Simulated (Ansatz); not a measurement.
Harmonic frequencies (cm⁻¹) at PBE0-D4/def2-TZVP from Ansatz: 32, 98, 149, 243, 289, 332, 362, 424, 507, 724, 739, 786, 835, 844, 863, 901, 912, 943, 963, 2214, 2226, 2232, 3903, 3906.

Each molecule was computed in one conformer, which needn't be the lowest.

Q: Which molecule is it?
A. `O[SiH](F)O[SiH2]F`
B. `F[SiH](Cl)C#[C][GeH3]`
C. `O[SiH2]O[SiH2]F`
D. `O[SiH](O)[SiH2]F`

A: D.
